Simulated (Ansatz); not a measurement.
Isolated molecules relaxed with PBE0-D4/def2-TZVP in Ansatz; ΔE leaves out vibrations. CCSD(T)/CBS is the MP2 limit (def2-TZVPP, def2-QZVPP) plus CCSD(T) − MP2 in def2-TZVPP, frozen cores. This one scheme is used for every species. DFT in def2-TZVPP. B3LYP here is the variant with VWN-RPA as its local correlation; programs differ in this. HSE06 is defined as in plane-wave codes. For Se outer-core shells are correlated without core-valence functions, which leaves a few kJ/mol of doubt a bond. Scalar relativity is left out up to krypton. Each species was taken in one conformer, which may not be the lowest.

`CC[SeH]` + `BC=C` → `C=CB[SeH]` + `CC`  (formal exchange of groups at the Se–C bond)

`CC[SeH]`:

Cartesian coordinates in Å:
```
C -0.483 0.742 -0.427
C 0.450 -0.441 -0.293
Se 1.090 -0.746 1.532
H -0.771 0.883 -1.473
H -0.010 1.659 -0.073
H -1.396 0.592 0.154
H 1.367 -0.292 -0.865
H -0.007 -1.366 -0.644
H -0.239 -1.033 2.089
```

`BC=C`:

```xyz
8

B     0.327   -1.239    0.086
C    -0.293    0.115    0.457
C    -0.155    1.171   -0.354
H     0.934   -1.331   -0.943
H     0.221   -2.200    0.792
H    -0.854    0.254    1.380
H     0.396    1.084   -1.286
H    -0.577    2.148   -0.131
```

`C=CB[SeH]`:

Cartesian coordinates in Å:
```
C 0.842 -1.100 0.861
C -0.059 -0.192 0.473
B 0.019 0.452 -0.917
Se -1.223 1.758 -1.569
H 1.650 -1.402 0.201
H 0.812 -1.574 1.839
H -0.849 0.074 1.173
H 0.883 0.166 -1.691
H -2.075 1.817 -0.371
```

`CC`:

```xyz
8

C     0.723   -0.022    0.230
C    -0.723    0.022   -0.230
H     1.166   -1.006    0.061
H     1.334    0.709   -0.305
H     0.809    0.198    1.297
H    -1.166    1.006   -0.061
H    -1.334   -0.709    0.305
H    -0.809   -0.198   -1.297
```

```tsv
level	ΔE (kcal/mol)	difference from CCSD(T)/CBS
LDA (SPW92)	-35.9	-3.3
revPBE-D4	-33.6	-1.0
BLYP-D4	-32.5	0.1
r2SCAN-D4	-34.6	-2.0
B97M-V	-34.4	-1.8
PBE0-D4	-33.9	-1.3
B3LYP-D4	-32.5	0.1
r2SCANh-D4	-34.4	-1.8
r2SCAN0-D4	-34.1	-1.5
BHLYP-D4	-32.0	0.6
ωB97X-V	-31.6	1.0
ωB97M-V	-31.9	0.7
PBE-QIDH	-33.5	-0.9
PBE	-34.4	-1.8
BLYP	-32.7	-0.1
r2SCAN	-34.6	-2.0
PBE0	-33.9	-1.3
B3LYP	-32.6	0.0
r2SCANh	-34.4	-1.8
r2SCAN0	-34.1	-1.5
HSE06	-33.9	-1.3
BHLYP	-31.9	0.7
CAM-B3LYP	-32.2	0.4
LC-ωPBE	-33.0	-0.4
RPA@PBE/def2-TZVPP	-31.1	1.5
HF/def2-SVP	-32.1	0.5
MP2/def2-SVP	-35.5	-2.9
CCSD/def2-SVP	-34.7	-2.1
CCSD(T)/def2-SVP	-35.1	-2.5
HF/def2-TZVPP	-30.0	2.6
MP2/def2-TZVPP	-32.9	-0.3
SCS-MP2/def2-TZVPP	-31.6	1.0
CCSD/def2-TZVPP	-32.1	0.5
CCSD(T)/def2-TZVPP	-32.5	0.1
HF/def2-QZVPP	-29.7	2.9
MP2/def2-QZVPP	-32.9	-0.3
SCS-MP2/def2-QZVPP	-31.5	1.1
HF/CBS(def2)	-29.7	2.9
MP2/CBS(def2)	-33.0	-0.4
CCSD/CBS(def2)	-32.1	0.5
CCSD(T)/CBS	-32.6	0
```

Largest T1 diagnostic among the species: 0.013.

From BLYP to BHLYP (50 % exact exchange), in def2-TZVPP and without D4, ΔE moves by +0.8 kcal/mol. At CCSD(T), def2-SVP lies −2.5 kcal/mol from the extrapolated value and def2-TZVPP +0.1 kcal/mol. In def2-TZVPP, CCSD(T) changes the Hartree–Fock value by −2.6 kcal/mol (the triples alone add −0.5 kcal/mol) and MP2 by −3.0 kcal/mol.
